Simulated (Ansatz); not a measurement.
Geometry optimisation, UKS PBE0-D4/6-31G (Ansatz).

The input (input.yaml):

```yaml
crystal:
  periodic: [false, false, false]
  atoms:
    - { symbol: C, position_ang: [2.7504, -0.0039, -0.0968] }
    - { symbol: C, position_ang: [1.5952, -0.4471, -0.1292] }
    - { symbol: B, position_ang: [0.1609, -1.0586, -0.1668] }
    - { symbol: B, position_ang: [-1.0741, -0.1102, 0.1393] }
    - { symbol: "N", position_ang: [-1.007, 1.3568, 0.4353] }
    - { symbol: O, position_ang: [-2.4744, -0.7163, 0.1169] }
    - { symbol: H, position_ang: [3.6972, 0.4696, -0.0873] }
    - { symbol: H, position_ang: [0.74593, 0.22198, -0.26765] }
    - { symbol: H, position_ang: [-0.3835, 1.4709, 1.3302] }
    - { symbol: H, position_ang: [-0.5116, 1.8092, -0.3294] }
    - { symbol: H, position_ang: [-2.7893, -0.6341, -0.7981] }
magnetization:
  spin_polarized: true
basis:
  gaussian: { orbitals: "6-31G" }
hamiltonian:
  xc: pbe0
  dispersion: d4
relax:
  f_tol: 0.02
  max_steps: 50
output:
  orbitals: {}
```

Run as:

```bash
$ ansatz run input.yaml --threads 1 --pin off --max-ram 2048MiB --backend cpu --events-out ev --progress --plain --runs-dir out
```

**Question.** Where does it end, and by what steps?

**Answer.** It converged. Limits of this set-up: no polarisation functions. After 49 steps the energy has fallen by 6.426 eV; H8 moved furthest, 2.14 Å. Parted: C2–H8.

```tsv
step	energy less start (eV)	largest force component (eV/Å)	accepted
0	0.0000	5.162	yes
2	-1.5372	1.563	yes
4	-2.0709	2.358	yes
6	-2.6242	1.746	yes
8	-3.0083	1.191	yes
10	-3.9266	2.429	yes
12	-5.4159	1.653	yes
14	-6.0358	1.225	yes
16	-6.2893	2.177	yes
18	-6.3797	0.412	yes
20	-6.3853	0.074	yes
22	-6.3871	0.039	yes
24	-6.3915	0.128	yes
26	-6.3964	0.292	yes
28	-6.4021	0.074	yes
30	-6.4074	0.156	yes
32	-6.4126	0.191	yes
34	-6.4172	0.249	yes
36	-6.4172	0.253	no
38	-6.4224	0.083	yes
40	-6.4237	0.130	yes
42	-6.4250	0.138	yes
44	-6.4249	0.139	no
46	-6.4259	0.022	yes
48	-6.4260	0.020	yes
49	-6.4260	0.011	yes
```

```xyz
11
Properties=species:S:1:pos:R:3
C 2.857 0.247 0.225
C 1.808 -0.068 -0.325
B 0.479 -0.418 -0.945
B -0.962 0.112 -0.203
N -0.891 0.877 0.983
O -2.174 -0.234 -0.803
H 3.788 0.504 0.677
H 0.477 -1.066 -1.953
H -1.680 1.240 1.500
H 0.009 1.102 1.379
H -3.002 0.062 -0.389
```

Time of the run: 3.5 min on 1 thread of Intel(R) Xeon(R) 6975P-C (Granite Rapids), with other jobs on the host, peak memory 0.22 GiB.
